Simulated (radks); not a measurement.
Values are calculated unless marked as measured or tabulated.
Species: the tin ion Sn+. Configuration: [Kr] 4d9 5s2 5p2 (not the ground configuration).

Code: a radial shooting solver on a logarithmic mesh with Libxc functionals. Model: non-relativistic Kohn-Sham, PBE, spin-polarised, spherical densities, point nucleus; open shells are filled with parallel spins first (spin-orbit coupling, left out, can overturn this in heavy ions); relativity is left out, which matters for an element this heavy.

Energy parts (Ry):
part                        energy
total                 -12047.27114
kinetic                12042.61484
electron-nucleus      -28591.55526
Hartree                 4821.76685
exchange-correlation    -320.09757

Orbitals (lengths in bohr, moments of r in powers of bohr; r(max) is where P^2 peaks):
| orbital | occ. | eigenvalue (Ry) | r(max) | <r> |
|---|---|---|---|---|
| 1s up | 1 | -2057.034 | 0.02014 | 0.03042 |
| 1s down | 1 | -2057.030 | 0.02014 | 0.03042 |
| 2s up | 1 | -304.5472 | 0.1116 | 0.1314 |
| 2s down | 1 | -304.5247 | 0.1116 | 0.1314 |
| 2p up | 3 | -284.9650 | 0.08734 | 0.1121 |
| 2p down | 3 | -284.9465 | 0.08734 | 0.1121 |
| 3s up | 1 | -59.53784 | 0.3201 | 0.3526 |
| 3s down | 1 | -59.52508 | 0.3201 | 0.3525 |
| 3p up | 3 | -51.46815 | 0.3065 | 0.3436 |
| 3p down | 3 | -51.45335 | 0.3066 | 0.3435 |
| 3d up | 5 | -36.51044 | 0.2516 | 0.3146 |
| 3d down | 5 | -36.48938 | 0.2516 | 0.3146 |
| 4s up | 1 | -10.26769 | 0.7709 | 0.8445 |
| 4s down | 1 | -10.19083 | 0.7709 | 0.8443 |
| 4p up | 3 | -7.56847 | 0.7976 | 0.8916 |
| 4p down | 3 | -7.49138 | 0.7976 | 0.8914 |
| 4d up | 5 | -3.08004 | 0.8738 | 1.058 |
| 4d down | 4 | -3.00003 | 0.8737 | 1.055 |
| 5s up | 1 | -1.45844 | 2.003 | 2.285 |
| 5s down | 1 | -1.33454 | 1.986 | 2.287 |
| 5p up | 2 | -0.91952 | 2.328 | 2.714 |
| 5p down | 0 | -0.79752 | 2.324 | 2.762 |

The highest occupied level is 5p up at -12.511 eV. Virial ratio -V/T = 2.00039. Spin moment in Bohr magnetons: 3.
